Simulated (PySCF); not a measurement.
Compound: CH6O2SeSi.
Z-matrix (Å and degrees, PBE0-D3(BJ)/def2-SVP geometry), rows numbered from 1:
```
C 
Se  1  1.9285
O   2  1.6152  1  106.74
O   2  1.6154  1  106.88  3   131.18
Si  2  2.3659  1  106.95  3  -114.33
H   1  1.0988  2  104.91  3   -65.06
H   1  1.0973  2  108.90  3   176.45
H   1  1.0974  2  108.91  3    53.32
H   5  1.4844  2  103.40  1  -179.59
H   5  1.4885  2  107.75  1    60.86
H   5  1.4884  2  107.64  1   -60.07
```

Theory: PBE0-D3(BJ)/def2-SVP geometry optimisation, gas phase in PySCF.

Take the most abundant isotopes and a rigid rotor. 

(1) What are A, B and C (GHz)?

(2) What kind of rotor is it?

(3) What does the inertial defect say?

(4) List the rotational levels J(Ka,Kc) to J = 3 (cm⁻¹).

(5) Which lines would a microwave search look for?

Answers

(1) Ia = 137.88, Ib = 246.65, Ic = 248.19 u·Å²; 505379 MHz·u·Å²/I gives 3665, 2049 and 2036 MHz, that is A = 3.6653, B = 2.0489, C = 2.0362 GHz.

(2) A near-prolate asymmetric top: κ = (2 × 2049 − 3665 − 2036)/(3665 − 2036) = -0.98.

(3) Not planar: Δ = Ic − Ia − Ib = -136.34 u·Å². For a rigid frame Δ = −2 Σ m c², so Σ m c² = 68.17 u·Å² lies off the ab plane: 4.77 from hydrogen and 63.40 from heavier atoms. The atom farthest from that plane is 1.44 Å away.

(4) Above 0(0,0):
J = 1: 1(0,1) 0.1363, 1(1,1) 0.1902, 1(1,0) 0.1906
J = 2: 2(0,2) 0.4088, 2(1,2) 0.4623, 2(1,1) 0.4636, 2(2,1) 0.6253, 2(2,0) 0.6253
J = 3: 3(0,3) 0.8176, 3(1,3) 0.8705, 3(1,2) 0.8730, 3(2,2) 1.0341, 3(2,1) 1.0341, 3(3,1) 1.3048, 3(3,0) 1.3048
Those of J = 1 are B + C, A + C and A + B.

(5) The dipole components are |μa| = 2.91 D, |μb| = 4.19 D, |μc| = 0.21 D. Intensities carry the squares of the components, which stand as 0.48 : 1.00 : 0.00 (a : b : c). Some of the stronger lines:

```
type  branch         J(Ka,Kc)    MHz  lower level (cm⁻¹)
   b       Q  3(1,2) ← 3(0,3)   1661               0.818
   b       Q  2(2,1) ← 2(1,2)   4887               0.462
   b       Q  3(3,0) ← 3(2,1)   8113               1.034
   b       Q  3(3,1) ← 3(2,2)   8114               1.034
   b       R  2(2,1) ← 1(1,0)  13032               0.191
   a       R  4(3,1) ← 3(3,0)  16341               1.305
   a       R  4(2,2) ← 3(2,1)  16341               1.034
   b       R  4(1,4) ← 3(0,3)  17900               0.818
   a       R  5(2,3) ← 4(2,2)  20427               1.579
   b       R  4(2,3) ← 3(1,2)  21171               0.873
   b       R  5(2,4) ← 4(1,3)  25231               1.419
```

No frequency check. Zero-point vibration and centrifugal distortion are left out. A rigid rotor knows nothing of internal rotation, which can split or shift real lines.
